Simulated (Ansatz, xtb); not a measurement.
# C5H6ClNS: 4 structures ranked

4 gas-phase structures of C5H6ClNS, from a drawn sample of its isomers (lower ones may exist). Each was relaxed with GFN2-xTB; where two conformers were screened, the lower at r2SCAN-D4/def2-SVP is listed:

A. `C[C@@H](C#N)/C(S)=C/Cl`, a singlet
B. `C[C@@H](C#N)/C(S)=C\Cl`, a singlet
C. `C/C(C#N)=C(/S)CCl`, a singlet
D. `C/C(C#N)=C(\S)CCl`, a singlet

Which do you expect lowest at r2SCAN-D4/def2-SVP, and how would the others follow?

Calculated order at r2SCAN-D4/def2-SVP: D (0.0), C (2.4), A (7.1), B (9.5) kcal/mol.

Energies above the lowest of each column, in kcal/mol; the last columns are at PBE-D3(BJ)/def2-SVP geometries:

```tsv
structure	GFN2-xTB	HF/STO-3G	r2SCAN-D4/def2-SVP	PBE-D3(BJ)/def2-SVP	CCSD(T)/def2-SVP + ΔMP2/def2-TZVPP
D	0.0	0.0	0.0	0.0	0.0
C	0.5	1.7	2.4	2.3	1.5
A	2.1	5.8	7.1	6.5	3.7
B	3.2	5.7	9.5	9.0	5.8
```

Every level run on D puts it lowest or level with the lowest. Some further structures that were screened fall inside this span and aren't listed. Flexible structures stand in one conformer each, not always the lowest. ΔMP2 is the change of the MP2 energy from the smaller to the larger basis.

Over these structures GFN2-xTB departs from r2SCAN-D4/def2-SVP by 2.4 kcal/mol on average once a common shift is removed. A GFN2-xTB relaxation took about 0.13 s and the r2SCAN-D4/def2-SVP energy about 4.5 s on a shared host (Ansatz 0.2.0, xtb 6.7.1).
